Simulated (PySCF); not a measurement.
A structure optimised at PBE-D3(BJ)/def2-SVP, used in a PySCF frequency run:

```xyz
12

N     -3.3555     0.8904    -0.7020
C     -2.5238     0.4031    -0.0372
C     -1.4544    -0.2013     0.7548
C     -0.1412    -0.3260    -0.0127
N      0.9702    -0.0501     0.5398
Si     2.5505    -0.2056    -0.2463
H     -1.2718     0.3787     1.6822
H     -1.7788    -1.2220     1.0617
H     -0.2555    -0.6922    -1.0672
H      3.2026     1.1451    -0.2188
H      2.4471    -0.6997    -1.6717
H      3.3637    -1.1687     0.5683
```
Charge 0, spin multiplicity 1.

### Question
Write its SMILES and formula.

### Answer
N#CC/C=N/[SiH3], C3H6N2Si

### Question
What are its rotational constants (standard atomic weights)?

### Answer
12.588, 0.99963, 0.95560 GHz
